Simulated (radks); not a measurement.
Values are calculated unless marked as measured or tabulated.
Dipole-allowed excitations along the series with 78 electrons in [Xe] 4f14 5d10. Code: a radial shooting solver on a logarithmic mesh with Libxc functionals. Model: scalar-relativistic Kohn-Sham, PBE, spin-unpolarised, spherical densities, finite nucleus; Fermi nuclear charge, rms radius of each element as measured or else 0.836 A^(1/3) + 0.57 fm. Time-dependent linear response with the Hartree and adiabatic LDA kernel, continuum included through the Sternheimer equations, no spin-orbit coupling, so fine structure and intercombination lines are absent. Lines are the poles of the dipole polarisability below minus the highest occupied eigenvalue, found on a grid refined at the orbital gaps; the lowest seven at most are given, and weak or close lines can be missed. The first line takes the name of the lowest orbital gap if no other gap lies below it; otherwise a line is named after a gap within 0.6 % of it, if that gap stands alone.

| species | -e(HOMO) (eV) | lowest orbital gap (eV) | first line (eV) | f | strongest line (eV) | its f | static alpha (bohr^3) |
|---|---|---|---|---|---|---|---|
| Au+ | 15.329 | 5d-6p 8.617 | 9.239 (5d-6p) | 0.674 | the first | 0.674 | 14.37 |
| Hg2+ | 28.783 | 5d-6p 13.927 | 14.707 (5d-6p) | 0.856 | the first | 0.856 | 8.170 |
| Tl3+ | 44.319 | 5d-6p 19.793 | 20.674 (5d-6p) | 0.978 | 35.308 (unassigned) | 1.36 | 5.369 |
